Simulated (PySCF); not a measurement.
PySCF input for propan-2-ylcyclopropane (C6H12), SMILES CC(C)C1CC1, SMD-B3LYP/def2-SVP. Coordinates come from a B3LYP-D3(BJ)/def2-SVP optimisation. One conformer was computed; it need not be the lowest.

```python
import numpy as np
from pyscf import gto, scf, dft
from pyscf.solvent import smd

mol = gto.M(
    atom='''
    C    -1.69574880   -1.13244045    0.15371935
    C    -0.91569715    0.16085624   -0.11420581
    C    -0.81326975    1.00567595    1.15879575
    C     0.42417561   -0.17067136   -0.76585251
    C     1.62705444    0.73405865   -0.72666545
    C     1.64137914   -0.57364749    0.02808547
    H    -1.81397940   -1.72793160   -0.76579053
    H    -1.16507685   -1.75924648    0.88978261
    H    -2.70158984   -0.92127505    0.55120932
    H    -1.48761057    0.75212174   -0.85421643
    H    -0.26555764    0.47535901    1.95512641
    H    -0.30856672    1.96723795    0.98044965
    H    -1.81821662    1.22915035    1.54980834
    H     0.29626555   -0.71759053   -1.70751401
    H     1.57085737    1.65511407   -0.14077518
    H     2.23587157    0.82181354   -1.63087876
    H     1.58848336   -0.52670639    1.11931229
    H     2.26175890   -1.39103582   -0.34977453
    ''',
    basis='def2-SVP',
    charge=0,
    spin=0,
    max_memory=1600,
    verbose=3,
)
mf = dft.RKS(mol, xc='b3lyp').density_fit(auxbasis='def2-universal-jkfit')
mf.grids.level = 3
mf.conv_tol = 1e-9
mf.max_cycle = 100
mf.kernel()
res = {}
for name in ['water', 'chloroform', 'acetone']:
    s = mf.SMD()
    s.with_solvent.solvent, s.with_solvent.sasa_ng = name, 194
    s.kernel(mf.make_rdm1())
    res[name] = (s.e_tot, s.with_solvent.get_cds(), s.dip_moment(), s.mo_energy, s.converged)
    print(f'SMD {name}: dG(solv) = {(s.e_tot - mf.e_tot) * 627.509474:.3f} kcal/mol, of which CDS {res[name][1] * 627.509474:.3f}')
```

Log of the run:

```
converged SCF energy = -235.668712398454
converged SCF energy = -235.666345579224
Dipole moment(X, Y, Z, Debye): -0.21878,  0.05547, -0.05196
SMD water: dG(solv) = 1.485 kcal/mol, of which CDS 3.080
converged SCF energy = -235.675631228302
Dipole moment(X, Y, Z, Debye): -0.20047,  0.04530, -0.05573
SMD chloroform: dG(solv) = -4.342 kcal/mol, of which CDS -3.241
converged SCF energy = -235.674546381197
Dipole moment(X, Y, Z, Debye): -0.21518,  0.05310, -0.05294
SMD acetone: dG(solv) = -3.661 kcal/mol, of which CDS -2.168
```

Self-consistency was reached.

Cost: very roughly 5 core-minutes.
